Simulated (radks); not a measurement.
Isoelectronic series with 22 electrons, each ion in its NIST ground configuration. All-electron calculation, Dirac Kohn-Sham, PBEsol, spin-unpolarised, spherical densities, finite nucleus; open shells fill j = l - 1/2 first; Fermi nuclear charge, rms radius of each element as measured or else 0.836 A^(1/3) + 0.57 fm. Program: a radial shooting solver on a logarithmic mesh with Libxc functionals. Total energies (hartree) and mean radii <r> (bohr) (* marks an orbital that is empty in some or all of the ions):

| ion | configuration | E (hartree) | 3d5/2* | 3d3/2 | 4s1/2* |
|---|---|---|---|---|---|
| Ti | [Ar] 3d2 4s2 | -852.60795 | 1.621 | 1.615 | 3.502 |
| Cr2+ | [Ar] 3d4 | -1048.63263 | 1.227 | 1.223 | 2.690 |
| Fe4+ | [Ar] 3d4 | -1267.18224 | 0.9213 | 0.9185 | 2.080 |
| Ni6+ | [Ar] 3d4 | -1508.03387 | 0.7575 | 0.7551 | 1.720 |
| Zn8+ | [Ar] 3d4 | -1771.25337 | 0.6495 | 0.6472 | 1.476 |
| Ge10+ | [Ar] 3d4 | -2056.96034 | 0.5711 | 0.5688 | 1.297 |
| Se12+ | [Ar] 3d4 | -2365.30478 | 0.5108 | 0.5085 | 1.159 |
| Kr14+ | [Ar] 3d4 | -2696.45886 | 0.4628 | 0.4605 | 1.048 |
| Sr16+ | [Ar] 3d4 | -3050.61524 | 0.4234 | 0.4211 | 0.9572 |
| Zr18+ | [Ar] 3d4 | -3427.98547 | 0.3904 | 0.3881 | 0.8811 |
| Mo20+ | [Ar] 3d4 | -3828.79833 | 0.3624 | 0.3600 | 0.8163 |
| Ru22+ | [Ar] 3d4 | -4253.30732 | 0.3383 | 0.3357 | 0.7604 |
| Pd24+ | [Ar] 3d4 | -4701.78235 | 0.3172 | 0.3146 | 0.7115 |
| Cd26+ | [Ar] 3d4 | -5174.51295 | 0.2986 | 0.2960 | 0.6685 |
| Sn28+ | [Ar] 3d4 | -5671.81530 | 0.2822 | 0.2794 | 0.6302 |
| Te30+ | [Ar] 3d4 | -6194.02088 | 0.2675 | 0.2646 | 0.5959 |
| Xe32+ | [Ar] 3d4 | -6741.49766 | 0.2542 | 0.2513 | 0.5650 |
| Ba34+ | [Ar] 3d4 | -7314.6291 | 0.2422 | 0.2392 | 0.5370 |
| Ce36+ | [Ar] 3d4 | -7913.8334 | 0.2313 | 0.2282 | 0.5115 |
| Nd38+ | [Ar] 3d4 | -8539.5556 | 0.2214 | 0.2182 | 0.4881 |
| Sm40+ | [Ar] 3d4 | -9192.2414 | 0.2122 | 0.2089 | 0.4667 |
| Gd42+ | [Ar] 3d4 | -9872.4487 | 0.2038 | 0.2004 | 0.4468 |

3d5/2 drops below 4s1/2 between Ti and Cr2+. 3d3/2 drops below 4s1/2 between Ti and Cr2+.
